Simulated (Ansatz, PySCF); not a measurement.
Spin states of CMoO (SMILES [O+]#[C-]->[Mo]), each relaxed with B3LYP-D3(BJ)/def2-TZVP.
State 1 (charge 0, multiplicity 5):
```
atom    x (Å)    y (Å)    z (Å)
----  -------  -------  -------
Mo    -1.0738  -0.8595  -0.9792
O      0.8889   0.7570   0.7860
C      0.1517   0.1500   0.1229
```
State 2 (charge 0, multiplicity 7):
```xyz
3

Mo    -1.139    -1.033    -0.999
O      0.927     0.552     0.898
C      0.179     0.528     0.031
```

Singlets are restricted, other states unrestricted; no spin–orbit coupling, no relativity up to Kr; see below for the cores. The largest T1 diagnostic is 0.050.

The values were computed with Ansatz (an electronic-structure program); PySCF for the dispersion terms. Values without a source in brackets are computed. In def2 rows elements past Kr take small-core potentials, without spin–orbit coupling.

```
level                    energy of the multiplicity-7 state less that of the multiplicity-5 state (kcal/mol)
-----------------------  -----------------------------------------------------------------------------------
PBE-D4/def2-TZVPP                                                                                      11.77
BLYP-D4/def2-TZVPP                                                                                     13.78
r2SCAN/def2-TZVPP                                                                                       3.25
r2SCAN-D4/def2-TZVPP                                                                                    3.23
r2SCANh/def2-TZVPP                                                                                      1.76
B3LYP-D3(BJ)/def2-TZVPP                                                                                 9.04
CAM-B3LYP-D4/def2-TZVPP                                                                                    ?
wB97X-V/def2-TZVPP                                                                                         ?
wB97M-V/def2-TZVPP                                                                                      3.30
```

Question: What belongs in the gaps?

Answer: 
- CAM-B3LYP-D4/def2-TZVPP, energy of the multiplicity-7 state less that of the multiplicity-5 state (kcal/mol): 7.46
- wB97X-V/def2-TZVPP, energy of the multiplicity-7 state less that of the multiplicity-5 state (kcal/mol): 8.66
